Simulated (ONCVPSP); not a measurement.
## W: ONCV pseudisation with LDA (Perdew-Wang 92), fully relativistic reference atom.

ONCVPSP 4.0.1 input, shortened (lines: element, Z, core and valence counts, functional; n l f; lmax; l rc ep ncon nbas qcut; lloc lpopt rc5 dvloc0; l nproj debl; icmod fcfact rcfact), LDA (Perdew-Wang 92), fully relativistic:

```
  W 74.00   10    4  -001012      upf
    1    0    2.00
    2    0    2.00
    2    1    6.00
    3    0    2.00
    3    1    6.00
    3    2   10.00
    4    0    2.00
    4    1    6.00
    4    2   10.00
    4    3   14.00
    5    0    2.00
    5    1    6.00
    5    2    4.00
    6    0    2.00
    2
    0    1.80    0.00    4    9    8.40
    1    1.75    0.00    4    7    7.10
    2    2.90    0.00    5   10    6.10
    4    3    1.20    1.00
    0    2    3.50
    1    2    0.70
    2    1    3.40
    3    3.75    1.45
```

Open shells are filled in proportion to 2j + 1.

In the p channel the program set the typed energies aside and used -1.493, 0.250 Ha (j = l + 1/2; the other j can differ).

(1) Estimate the cutoffs (Ha) at which the residual kinetic energy of the hardest occupied pseudo-wave falls to 1 and 0.1 mHa per electron.

(2) What does a ghost test show?

(3) Tests: 5s2 5p6 5d4 6s1; 5s2 5p6 5d4 6s0; 5s2 5p6 5d3 6s0; 5s2 5p6 5d4 6s1 6p1. Which has the largest error in its energy relative to the reference configuration, and how large is it?

Results:

(1) 21 Ha and 25 Ha.

(2) No bound ghost flagged; GHOST(+) flagged for s at 247.7 eV.

(3) 5s2 5p6 5d3 6s0, with -6.4 meV (all-electron minus pseudo) on +50.84 eV.
